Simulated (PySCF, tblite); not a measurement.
Isomers of C5H10OS. Computed with GFN2-xTB (tblite): harmonic, unscaled wavenumbers at the GFN2-xTB geometry, gas phase. Errors from tens to a few hundred cm⁻¹ against measured bands are possible. One conformer each.

Electronic energies: PBE0/pcSseg-1 single points on the GFN2-xTB geometries (PySCF, gas phase).

```
             SMILES  electronic energy, lowest = 0 (kJ/mol)
    C=CCC[S@@](C)=O                                    75.8
CC[C@H]1C[S@](=O)C1                                    35.8
          CSCOC1CC1                                     0.0
```

How do GFN2-xTB zero-point energies change the relative energies?

```
             SMILES  ZPE (kJ/mol)  of it from modes above 1550 cm⁻¹  electronic (kJ/mol)  with ZPE, lowest = 0 (kJ/mol)  lowest mode (cm⁻¹)  rings
          CSCOC1CC1         367.3                             181.9                  0.0                            0.0                  48      1
CC[C@H]1C[S@](=O)C1         373.0                             180.3                 35.8                           41.5                  63      1
    C=CCC[S@@](C)=O         362.3                             192.2                 75.8                           70.8                  31      0
```

The zero-point energies span 10.7 kJ/mol, from `C=CCC[S@@](C)=O` to `CC[C@H]1C[S@](=O)C1`. The order is unchanged.

And how do the electronic energies of GFN2-xTB itself compare?

`CSCOC1CC1` 35.8; `CC[C@H]1C[S@](=O)C1` 0.0; `C=CCC[S@@](C)=O` 91.7 kJ/mol, lowest = 0. Against the energies above, taken from the same isomer `CSCOC1CC1`, the largest difference is 71.6 kJ/mol.

What do entropy and thermal enthalpy add at 298.15 K and 1 bar (rigid rotor, harmonic oscillator, one conformer each)?

```
             SMILES  point group  symmetry number  S (J/(mol K))  H − H(0) (kJ/mol)  ZPE + H − H(0) − TS (kJ/mol)
          CSCOC1CC1           C1                1          389.0              25.32                         276.6
CC[C@H]1C[S@](=O)C1           C1                1          365.9              23.31                         287.2
    C=CCC[S@@](C)=O           C1                1          403.7              27.15                         269.1
```
